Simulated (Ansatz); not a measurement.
Diatomic LiB, multiplicity 3 (lowest of 2S+1 = 1, 3 at CCSD(T)/def2-TZVPP on PBE0 minima; our sources give no spin for the ground state, which may be another).

Seven points along R, fitted to fifth degree in 1/R; most abundant isotopes. In def2 and cc sets the state is the lowest found near the PBE0 minimum, followed along R.

Correlated levels freeze the inner cores; with def2 sets outer-core shells near the valence are correlated too.

Programs: Ansatz (Gaussian basis) for Hartree–Fock, density functionals and correlated methods. Values without a source in brackets are computed.

D_e counts from each atom's lowest state at the same level, without counterpoise or zero-point energy.

```
level                 r_e (Å)  ω_e (cm⁻¹)  ω_e x_e (cm⁻¹)  D_e (eV)  dipole (D)
--------------------  -------  ----------  --------------  --------  ----------
r2SCAN/def2-TZVPP       2.148         537             6.1      1.51        5.79
B3LYP/def2-TZVPP        2.131         539             6.5      1.25        5.65
PBE0/def2-TZVPP         2.131           …             6.0      1.34        5.79
CAM-B3LYP/def2-TZVPP    2.109         567             5.9      1.26        6.02
CCSD/aug-cc-pVTZ        2.147         542             5.5      1.15           -
CCSD(T)/aug-cc-pVTZ     2.152         537             5.5      1.19           -
CCSD(T)/def2-TZVPP      2.139         544             5.7      1.14           -
CCSD(T)/def2-QZVPP          …           …             5.5      1.22           -
```

**Question.** Complete the blanks.

**Answer.** 
- CCSD(T)/def2-QZVPP, r_e (Å): 2.134
- CCSD(T)/def2-QZVPP, ω_e (cm⁻¹): 547
- PBE0/def2-TZVPP, ω_e (cm⁻¹): 547

Ansatz is a program for electronic structure.
